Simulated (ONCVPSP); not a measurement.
# Cs (Z = 55): excitation energies, all-electron against ONCV

```
Element                 : Cs (Z = 55)
Generator               : ONCVPSP 4.0.1
Type                    : optimised norm-conserving Vanderbilt (ONCV)
Functional              : BLYP
Relativity              : fully relativistic
Frozen core             : [Kr] 4d10
Valence charge          : 9
Reference configuration : 5s2 5p6 6s1
Partial waves           : 5s+6s: rc 3.10 bohr, ncon 3, nbas 7, qcut 3.6 1/bohr, 2 projectors; 5p: rc 3.05 bohr, ncon 4, nbas 9, qcut 3.8 1/bohr, 2 projectors, debl 2.6 Ha; d scattering state at 0.05 Ha: rc 2.95 bohr, ncon 4, nbas 9, qcut 3.8 1/bohr, 1 projector
Local potential         : polynomial inside 2.80 bohr (lpopt 4, dvloc0 0 Ha)
Core correction         : polynomial model core, fcfact 0.3
```

Open shells are filled in proportion to 2j + 1.

Energies are relative to the spin-unpolarised reference configuration 5s2 5p6 6s1; without spin polarisation the order of configurations can differ from experiment.

(1) Give the all-electron excitation energy and the error of the potential for: 5s2 5p6 6s0; 5s2 5p6 6s0.5; 5s2 5p6 6s0 6p1; 5s2 5p5 6s1.

Levels in the configuration 5s2 5p6 6s0.5:

```json
{"level": "5s j=1/2", "all-electron (eV)": "-28.935", "pseudo (eV)": "-28.940"}
{"level": "5p j=3/2", "all-electron (eV)": "-15.188", "pseudo (eV)": "-15.187"}
{"level": "5p j=1/2", "all-electron (eV)": "-16.836", "pseudo (eV)": "-16.836"}
{"level": "6s j=1/2", "all-electron (eV)": "-3.862", "pseudo (eV)": "-3.862"}
```

Results:

(1)

| valence configuration | charge | ΔE all-electron (eV) | error AE − PS (meV) |
| --- | --- | --- | --- |
| 5s2 5p6 6s0 | +1 | 3.882 | -0.3 |
| 5s2 5p6 6s0.5 | +0.5 | 1.461 | 0.0 |
| 5s2 5p6 6s0 6p1 | 0 | 1.458 | +3.2 |
| 5s2 5p5 6s1 | +1 | 17.663 | -13 |

These tests converged, but a pseudo level misses the all-electron one widely, so the file describes the atom poorly there or has found another state: 5s2 5p6 6s0 6p1: empty 6s by 3.1 eV.
